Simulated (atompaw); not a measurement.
**Ranking PAW (atompaw) potentials for boron**

All share these settings but for the change named:

```
Element                 : B (Z = 5)
Generator               : atompaw 4.2.0.5
Type                    : PAW
Functional              : PBEsol
Relativity              : scalar-relativistic
Frozen core             : [He]
Valence charge          : 3
Reference configuration : 2s2 2p0.5 (charge +0.5)
Partial waves           : 2s (bound): rc 3.00 bohr; 2s channel at -0.65 Ry: rc 3.00 bohr; 2p (bound): rc 3.00 bohr; 2p channel at -0.15 Ry: rc 3.00 bohr; 3d channel at 0.05 Ry: rc 3.00 bohr; 3d channel at 2.4 Ry: rc 3.00 bohr
Local potential         : troulliermartins scheme with l = 3 at 0.5 Ry, radius 2.70 bohr
Core correction         : smooth core density matched at 2.30 bohr
Augmentation charge     : sinc compensation charge, radius 2.65 bohr; PAW radius 3.00 bohr; waves and projectors: custom rrkj gramschmidtortho
```

Cutoff: the first of the cutoffs (Ry, on a coarse ladder) from which the occupation-weighted sum of valence levels, in a spherical-Bessel basis at the reference potential, stays within 10 and 1 mRy of its value at 400 Ry; the density cutoff is not measured.

The base gives 6 Ry.

Of 6 variants that were run, those that failed, showed a ghost or another fault, or gave nearly equal values are left out.

A variant can come out equal or close to the base.

(1) Rank these variants from softest to hardest (loose cutoff).
A. all radii scaled by about 0.87 (s 2.60, p 2.60, d 2.60 bohr); local potential troulliermartins scheme with l = 3 at 0.5 Ry, radius 2.34 bohr; augmentation sinc compensation charge, radius 2.30 bohr; PAW radius 2.60 bohr; waves and projectors: custom rrkj gramschmidtortho; core correction smooth core density matched at 2.00 bohr
B. all radii scaled by about 0.77 (s 2.30, p 2.30, d 2.30 bohr); local potential troulliermartins scheme with l = 3 at 0.5 Ry, radius 2.08 bohr; augmentation sinc compensation charge, radius 2.04 bohr; PAW radius 2.30 bohr; waves and projectors: custom rrkj gramschmidtortho; core correction smooth core density matched at 1.76 bohr
C. all radii scaled by about 1.05 (s 3.14, p 3.14, d 3.14 bohr); local potential troulliermartins scheme with l = 3 at 0.5 Ry, radius 2.84 bohr; augmentation sinc compensation charge, radius 2.78 bohr; PAW radius 3.14 bohr; waves and projectors: custom rrkj gramschmidtortho; core correction smooth core density matched at 2.42 bohr

Results:

(1) C (6 Ry), A (8 Ry), B (10 Ry).
